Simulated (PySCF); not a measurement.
H6NSi2, SMILES [SiH3][N][SiH3] (connectivity only; charge and spin as stated), charge -1, multiplicity 1.

Geometry: PBE0-D3(BJ)/def2-SVPD. The multiplicity is an assumed one; other spin states were not compared. The isomer is the one that the SMILES or the coordinates give; other isomers of the formula were not compared.

Calculation: PBE/def2-TZVPD (PySCF).

Isolated molecule, no solvent.

Estimate the frontier levels, gap, dipole moment and polarisability. (The exact figures need the calculation; the answer reports its results.)


highest occupied level: -0.31 eV
lowest empty level: 3.31 eV
orbital gap: 3.62 eV
dipole moment about the centre of nuclear charge: 0.36 D
mean static polarisability: 89.3 bohr³ (13.23 Å³)
polarisability, principal values: 78.5, 79.2, 110.3 bohr³
